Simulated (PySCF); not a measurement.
Al(Vi)2(OH), SMILES [CH](=C)[Al]([CH]=C)[OH], singlet, B3LYP/def2-SVP optimised geometry.

```
13

Al    -0.86    -0.73     0.00
C      1.09    -0.73     0.00
C      1.84     0.30     0.43
H      1.64    -1.63    -0.32
H      2.94     0.27     0.45
H      1.40     1.24     0.78
C     -1.89     0.93     0.00
C     -1.41     2.11    -0.43
H     -2.94     0.92     0.32
H     -2.01     3.02    -0.45
H     -0.38     2.22    -0.79
O     -1.67    -2.20     0.00
H     -2.14    -3.02     0.00
```

Density from PySCF 2.14.0 with B3LYP/def2-TZVP at that geometry.

Minimum of the electron density along straight lines between bonded atoms, close to the bond critical point (lines longer than 1.1 times the sum of covalent radii, or with two minima, are not listed):

```json
[
 {"bond": "Al1–C2", "length / Å": "1.950", "ρ at the minimum / e bohr⁻³": "0.088", "∇²ρ there / e bohr⁻⁵": "0.27", "position (fraction from the first atom)": "0.40"},
 {"bond": "C2–C3", "length / Å": "1.346", "ρ at the minimum / e bohr⁻³": "0.343", "∇²ρ there / e bohr⁻⁵": "-1.03", "position (fraction from the first atom)": "0.49"},
 {"bond": "C2–H4", "length / Å": "1.101", "ρ at the minimum / e bohr⁻³": "0.272", "∇²ρ there / e bohr⁻⁵": "-0.92", "position (fraction from the first atom)": "0.64"},
 {"bond": "C3–H5", "length / Å": "1.099", "ρ at the minimum / e bohr⁻³": "0.277", "∇²ρ there / e bohr⁻⁵": "-0.96", "position (fraction from the first atom)": "0.65"},
 {"bond": "C3–H6", "length / Å": "1.097", "ρ at the minimum / e bohr⁻³": "0.279", "∇²ρ there / e bohr⁻⁵": "-0.97", "position (fraction from the first atom)": "0.65"},
 {"bond": "Al1–C7", "length / Å": "1.950", "ρ at the minimum / e bohr⁻³": "0.087", "∇²ρ there / e bohr⁻⁵": "0.27", "position (fraction from the first atom)": "0.40"},
 {"bond": "C7–C8", "length / Å": "1.346", "ρ at the minimum / e bohr⁻³": "0.343", "∇²ρ there / e bohr⁻⁵": "-1.03", "position (fraction from the first atom)": "0.49"},
 {"bond": "C7–H9", "length / Å": "1.101", "ρ at the minimum / e bohr⁻³": "0.272", "∇²ρ there / e bohr⁻⁵": "-0.92", "position (fraction from the first atom)": "0.64"},
 {"bond": "C8–H10", "length / Å": "1.099", "ρ at the minimum / e bohr⁻³": "0.277", "∇²ρ there / e bohr⁻⁵": "-0.96", "position (fraction from the first atom)": "0.65"},
 {"bond": "C8–H11", "length / Å": "1.097", "ρ at the minimum / e bohr⁻³": "0.279", "∇²ρ there / e bohr⁻⁵": "-0.97", "position (fraction from the first atom)": "0.65"},
 {"bond": "Al1–O12", "length / Å": "1.675", "ρ at the minimum / e bohr⁻³": "0.105", "∇²ρ there / e bohr⁻⁵": "0.86", "position (fraction from the first atom)": "0.43"},
 {"bond": "O12–H13", "length / Å": "0.949", "ρ at the minimum / e bohr⁻³": "0.361", "∇²ρ there / e bohr⁻⁵": "-2.54", "position (fraction from the first atom)": "0.81"}
]
```
